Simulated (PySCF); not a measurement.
In(Cl)(OMe)(NH2) (CH₅ClInNO), SMILES [In]([O]C)([NH2])[Cl].

Geometry: B3LYP-D3(BJ)/def2-SVP. The structure was generated by enumeration; whether it is a known compound was not checked. The def2 effective core potentials stand for the cores of In; spin–orbit coupling is left out. One conformer was computed; it need not be the lowest.

Calculation: PBE/def2-TZVP (PySCF).

```yaml
total_energy: -821.18338 hartree
highest_occupied_level: -6.20 eV
lowest_empty_level: -2.87 eV
orbital_gap: 3.32 eV
dipole_moment: 3.51 D
quadrupole, principal values (traceless, Buckingham form, about the centre of nuclear charge): -5.04, -0.68, 5.72 D·Å
mean_static_polarisability: 76.8 bohr³ (11.38 Å³)
polarisability_principal_values: 53.7, 80.9, 95.8 bohr³
```
